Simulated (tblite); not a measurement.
Record of a relaxation.

Species: C₅H₁₃OPSi₂.
Numbering: `[CH3:1][C:2](=[O:3])[CH2:4][Si@@H:5]1[CH2:6][CH2:7][SiH2:8][PH:9]1` (hydrogens: H10, H11, H12 on C1; H13, H14 on C4; H15 on Si5; H16, H17 on C6; H18, H19 on C7; H20, H21 on Si8; H22 on P9)

Computed with GFN2-xTB (tblite), gas phase: L-BFGS steps from a force-field or distance-geometry start until the largest atomic force falls under 0.01 eV/Å. 6 of its 177 geometries are shown.

Step 0: E = -743.6702 eV, largest atomic force 3.221 eV/Å
```
atom  x, y, z in Å  |  force x, y, z in eV/Å
C1      3.587   -0.863   -0.245    0.960   0.272  -0.206
C2      2.539    0.004    0.353   -0.280   1.981   1.181
O3      2.775    1.175    0.669    0.201  -1.544  -0.540
C4      1.153   -0.475    0.648    1.172  -2.437   1.750
Si5    -0.004    0.803    0.032    0.655   1.262  -2.005
C6     -1.582    1.004    0.931   -0.466   1.220   2.332
C7     -2.554   -0.061    0.568   -2.002   0.095   0.833
Si8    -2.915    0.078   -1.256    0.076  -0.686  -0.840
P9     -0.820    0.251   -1.976    0.793  -0.067  -1.186
H10     3.620   -1.887    0.151   -0.317   0.364  -0.375
H11     3.459   -0.819   -1.344    0.028  -0.369   0.569
H12     4.565   -0.376   -0.013   -0.575  -0.386  -0.263
H13     1.096   -0.541    1.790    0.055   0.152  -1.342
H14     0.967   -1.511    0.290    0.133   0.601   0.072
H15     0.750    2.061   -0.150   -0.362  -0.124   0.052
H16    -2.011    2.035    0.774    0.318  -1.027   0.022
H17    -1.373    0.940    2.026   -0.215   0.219  -0.413
H18    -2.269   -1.080    0.867    0.090   0.461  -0.012
H19    -3.509    0.195    1.091    0.463  -0.546  -0.019
H20    -3.694    1.273   -1.594    0.133  -0.068  -0.015
H21    -3.541   -1.168   -1.683   -0.165  -0.033  -0.159
H22    -0.250   -1.020   -2.316   -0.698   0.660   0.563
```

Step 35: E = -744.5209 eV, largest atomic force 0.046 eV/Å
```
atom  x, y, z in Å  |  force x, y, z in eV/Å
C1      3.571   -0.855   -0.252   -0.002   0.010  -0.017
C2      2.633    0.069    0.483   -0.005  -0.030   0.008
O3      2.986    1.134    0.928   -0.022  -0.011   0.002
C4      1.226   -0.421    0.620   -0.001  -0.003   0.013
Si5     0.003    0.887   -0.091    0.035  -0.021  -0.017
C6     -1.567    0.997    1.013    0.018   0.007  -0.012
C7     -2.619   -0.024    0.584   -0.006   0.000  -0.005
Si8    -2.860    0.010   -1.314    0.016   0.012  -0.010
P9     -0.780    0.284   -2.118   -0.015   0.001   0.007
H10     3.505   -1.864    0.152    0.010   0.022   0.002
H11     3.281   -0.890   -1.300   -0.028   0.005  -0.010
H12     4.594   -0.494   -0.176   -0.009   0.005  -0.010
H13     1.015   -0.511    1.685   -0.007   0.008   0.007
H14     1.101   -1.400    0.160   -0.007   0.017   0.002
H15     0.655    2.191   -0.209    0.001  -0.005   0.015
H16    -1.979    2.001    0.902   -0.019  -0.002   0.005
H17    -1.327    0.874    2.070   -0.004   0.002  -0.005
H18    -2.295   -1.023    0.886   -0.018   0.000   0.016
H19    -3.564    0.167    1.094    0.011  -0.006   0.034
H20    -3.673    1.168   -1.700    0.036  -0.017  -0.024
H21    -3.475   -1.231   -1.792    0.017   0.016   0.003
H22    -0.441   -1.052   -2.014    0.000  -0.010  -0.005
```

Step 70: E = -744.5643 eV, largest atomic force 0.082 eV/Å
```
atom  x, y, z in Å  |  force x, y, z in eV/Å
C1      3.344   -0.702   -0.473    0.015   0.002   0.016
C2      2.604   -0.029    0.656    0.010  -0.007   0.009
O3      3.076    0.859    1.323    0.074  -0.015  -0.002
C4      1.208   -0.511    0.848   -0.051   0.008  -0.014
Si5     0.083    0.804    0.001   -0.001  -0.026  -0.078
C6     -1.542    1.027    0.994   -0.003   0.011  -0.002
C7     -2.607    0.026    0.550   -0.025   0.007  -0.051
Si8    -2.713   -0.027   -1.362   -0.001   0.010  -0.033
P9     -0.583    0.162   -2.056   -0.003  -0.010   0.064
H10     3.681   -1.684   -0.140   -0.044   0.029  -0.027
H11     2.673   -0.831   -1.320    0.051   0.006  -0.023
H12     4.215   -0.120   -0.763   -0.019   0.010   0.004
H13     0.963   -0.536    1.907    0.024   0.028   0.024
H14     1.069   -1.499    0.418   -0.038  -0.031   0.005
H15     0.798    2.074   -0.147   -0.015   0.012   0.043
H16    -1.910    2.036    0.802    0.003   0.021  -0.011
H17    -1.370    0.963    2.069   -0.017  -0.042   0.019
H18    -2.366   -0.971    0.926    0.024   0.048   0.021
H19    -3.572    0.298    0.980   -0.011  -0.030   0.019
H20    -3.462    1.130   -1.864    0.037  -0.025  -0.003
H21    -3.316   -1.273   -1.841    0.002   0.008   0.025
H22    -0.283   -1.178   -1.894   -0.014  -0.013  -0.006
```

Step 106: E = -744.5900 eV, largest atomic force 0.048 eV/Å
```
atom  x, y, z in Å  |  force x, y, z in eV/Å
C1      3.191   -0.611   -0.603   -0.010  -0.006   0.022
C2      2.643   -0.081    0.696   -0.019  -0.016  -0.006
O3      3.270    0.646    1.428   -0.008   0.006  -0.016
C4      1.236   -0.489    0.982    0.000   0.001   0.021
Si5     0.108    0.776    0.073    0.008   0.009   0.016
C6     -1.558    1.027    0.993    0.016   0.008   0.007
C7     -2.620    0.045    0.502   -0.004   0.012   0.036
Si8    -2.616   -0.065   -1.411   -0.009   0.022   0.024
P9     -0.445    0.016   -1.972   -0.010   0.031  -0.014
H10     3.457   -1.660   -0.471    0.029   0.018  -0.018
H11     2.434   -0.546   -1.382   -0.007   0.016  -0.021
H12     4.076   -0.052   -0.893    0.034  -0.034  -0.006
H13     1.053   -0.441    2.053   -0.012   0.012  -0.001
H14     1.042   -1.498    0.621    0.005   0.028   0.017
H15     0.786    2.067   -0.094    0.007  -0.019   0.025
H16    -1.892    2.045    0.787   -0.012   0.004  -0.017
H17    -1.446    0.954    2.076    0.018  -0.022  -0.014
H18    -2.418   -0.944    0.921    0.009  -0.006  -0.015
H19    -3.598    0.344    0.881   -0.026  -0.019  -0.035
H20    -3.265    1.110   -1.996   -0.010  -0.009  -0.013
H21    -3.235   -1.307   -1.878   -0.009   0.009   0.005
H22    -0.211   -1.316   -1.699    0.009  -0.046   0.005
```

Step 141: E = -744.5961 eV, largest atomic force 0.024 eV/Å
```
atom  x, y, z in Å  |  force x, y, z in eV/Å
C1      3.175   -0.645   -0.615    0.004  -0.003  -0.007
C2      2.659   -0.048    0.669    0.002   0.011   0.005
O3      3.300    0.728    1.337    0.000  -0.013  -0.020
C4      1.262   -0.439    1.020    0.004  -0.002   0.002
Si5     0.102    0.781    0.092    0.003   0.000  -0.005
C6     -1.571    0.996    1.009   -0.005  -0.003   0.001
C7     -2.625    0.022    0.486    0.000  -0.006   0.001
Si8    -2.608   -0.051   -1.427   -0.011   0.006   0.003
P9     -0.429    0.023   -1.962    0.007  -0.005   0.002
H10     3.270   -1.724   -0.510    0.008   0.001   0.010
H11     2.464   -0.444   -1.415    0.006   0.003  -0.001
H12     4.145   -0.222   -0.865   -0.010  -0.005  -0.003
H13     1.114   -0.330    2.092   -0.007   0.006  -0.007
H14     1.056   -1.465    0.724   -0.010   0.002  -0.001
H15     0.761    2.083   -0.067   -0.002   0.006   0.014
H16    -1.913    2.017    0.835   -0.003   0.000  -0.008
H17    -1.458    0.887    2.089    0.001  -0.003   0.001
H18    -2.416   -0.977    0.876    0.000  -0.004   0.007
H19    -3.611    0.299    0.862    0.001   0.003  -0.010
H20    -3.251    1.125   -2.018    0.006   0.002   0.010
H21    -3.241   -1.282   -1.906    0.009  -0.002  -0.006
H22    -0.198   -1.315   -1.694   -0.003   0.008   0.013
```

Step 176: E = -744.6007 eV, largest atomic force 0.010 eV/Å
```
atom  x, y, z in Å  |  force x, y, z in eV/Å
C1      3.126   -0.758   -0.630   -0.002   0.001  -0.003
C2      2.672   -0.004    0.593   -0.004  -0.004  -0.002
O3      3.348    0.841    1.129    0.001   0.004  -0.002
C4      1.294   -0.336    1.060    0.001  -0.001   0.004
Si5     0.088    0.844    0.140    0.002  -0.004   0.000
C6     -1.607    0.946    1.042   -0.002   0.000   0.000
C7     -2.618   -0.039    0.458    0.000  -0.002  -0.007
Si8    -2.563   -0.017   -1.456   -0.008   0.002  -0.005
P9     -0.374    0.098   -1.933    0.002  -0.001  -0.005
H10     3.177   -1.824   -0.416   -0.002  -0.001   0.001
H11     2.403   -0.604   -1.431   -0.003  -0.002  -0.001
H12     4.105   -0.409   -0.949    0.003   0.005   0.004
H13     1.220   -0.141    2.128   -0.005  -0.001   0.000
H14     1.044   -1.375    0.860    0.005   0.004   0.001
H15     0.677    2.182    0.031    0.007   0.002   0.004
H16    -1.986    1.960    0.910   -0.003   0.000  -0.001
H17    -1.505    0.790    2.116    0.002  -0.003   0.001
H18    -2.382   -1.047    0.807   -0.001   0.001  -0.001
H19    -3.620    0.188    0.824    0.006   0.001   0.005
H20    -3.202    1.187   -1.991   -0.002   0.002   0.000
H21    -3.169   -1.225   -2.020    0.003   0.002   0.003
H22    -0.139   -1.237   -1.658    0.000  -0.004   0.004
```

Problem. Summarise the path.

Solution. The energy falls by 89.78 kJ/mol from step 0 to step 176; nine tenths of that is first reached at step 22. It falls at every step. The largest force goes from 3.221 to 0.010 eV/Å. Among the bonds Si5–C6 changes most, from 1.828 to 1.922 Å; the atoms move by 0.546 Å rms after alignment.

The cost below is that of the whole relaxation. Hardware: one thread of an Intel Xeon at 2.50 GHz (shared host). Cost: 7.6 s of wall time.
